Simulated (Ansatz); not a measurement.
C$_{2}$H$_{7}$ClOSi, SMILES `OC(Cl)C[SiH3]`. Total charge 0; spin multiplicity 1.

Z-matrix (Å, degrees):
```
C
Cl 1 1.831
C 1 1.503 2 109.9
O 1 1.376 2 110.4 3 120.9
H 1 1.094 2 102.7 3 -119.3
Si 3 1.885 1 115.1 2 -56.8
H 3 1.096 1 107.3 2 -177.9
H 3 1.094 1 108.7 2 66.7
H 4 0.963 1 109.2 2 62.3
H 6 1.488 3 109.6 1 -41.9
H 6 1.487 3 108.1 1 -160.2
H 6 1.482 3 112.0 1 79.8
```

(1) What are the harmonic wavenumbers in cm⁻¹ at PBE0-D4/def2-TZVP (Ansatz, finite differences of forces, unscaled)? (Best estimate.)

(2) Is this a minimum?

(3) Give the ideal-gas thermochemistry at 298.15 K and 1 bar (rigid rotor, harmonic oscillator; point group C1, symmetry number 1).

(4) And at 400, 500, 600, 800 and 1000 K?

Answers

(1) Computed: 76, 142, 160, 336, 337, 400, 462, 527, 609, 639, 773, 854, 926, 941, 952, 1030, 1122, 1136, 1231, 1295, 1303, 1421, 1450, 2221, 2225, 2253, 3057, 3070, 3113, 3841.

(2) Yes, all 30 modes are real.

(3) Zero-point energy 226.7 kJ/mol; H(298) − E = 247.9 kJ/mol; entropy 350.1 J/(mol·K), of which translation 167.5, rotation 115.7, vibration 66.8; G(298) − E = 143.5 kJ/mol. Modes under 100 cm⁻¹ are hindered rotations or soft bends, so the harmonic entropy is rough.

(4) 
```csv
T (K),H − E (kJ/mol),S (J/mol/K),G − E (kJ/mol)
400,260.8,387.0,106.0
500,275.7,420.3,65.6
600,292.6,451.0,22.0
800,330.6,505.4,-73.8
1000,372.8,552.5,-179.7
```
